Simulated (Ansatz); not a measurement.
C$_{4}$H$_{10}$F$_{3}$GeN (`CC(C)(C)[NH][Ge]([F])([F])[F]`), 19 atoms. The species carries charge 0 and has multiplicity 1. Correlated methods include outer-core shells of Ge, which these sets cover unevenly. Scalar relativity is left out up to krypton. Hardware: A = 4 threads of an AMD EPYC 7R13 on a shared host and a share of an NVIDIA H100 80 GB; B = 4 threads of an AMD EPYC 7R13 on a shared host. Correlated methods freeze the cores.

How many basis functions does each run have, and how long does it take in Ansatz? RKS PBE0-D4/def2-QZVPP energy [A]; RHF-MP2/def2-QZVPP energy [A]; RKS ωB97M-V/def2-SVP energy [B]; RKS PBE0-D4/def2-SVP energy [B]; RKS PBE0-D4/def2-TZVPP energy [A]; RHF-CCSD(T)/def2-TZVPP energy [A]; RKS B2PLYP (frozen core)/def2-TZVPP energy [A]; RKS revPBE-D4/def2-TZVPP energy [A]; RKS PBE0-D4/def2-TZVP relaxation (8 steps) [A]; RHF-CCSD(T)/def2-SVP energy [A]; direct RPA on PBE orbitals/def2-TZVPP energy [A]; RKS ωB97M-V/def2-QZVPP energy [A]. (An estimate is asked.)

The calculation gave: Other jobs shared the machine, so times are rough.

```tsv
level	job	functions	wall time	peak host memory (GiB)
RKS revPBE-D4/def2-TZVPP	energy [A]	436	2.9 s	0.93
RKS PBE0-D4/def2-SVP	energy [B]	194	4.2 s	0.96
RKS PBE0-D4/def2-TZVPP	energy [A]	436	4.7 s	0.91
RHF-CCSD(T)/def2-SVP	energy [A]	194	5.5 s	0.93
RKS PBE0-D4/def2-QZVPP	energy [A]	845	5.5 s	1.4
direct RPA on PBE orbitals/def2-TZVPP	energy [A]	436	6 s	2.2
RKS B2PLYP (frozen core)/def2-TZVPP	energy [A]	436	7 s	2.2
RKS ωB97M-V/def2-QZVPP	energy [A]	845	9.5 s	1.5
RHF-MP2/def2-QZVPP	energy [A]	845	10 s	1.5
RKS ωB97M-V/def2-SVP	energy [B]	194	12 s	1.2
RKS PBE0-D4/def2-TZVP	relaxation (8 steps) [A]	356	34 s	1.1
RHF-CCSD(T)/def2-TZVPP	energy [A]	436	37 s	0.93
```
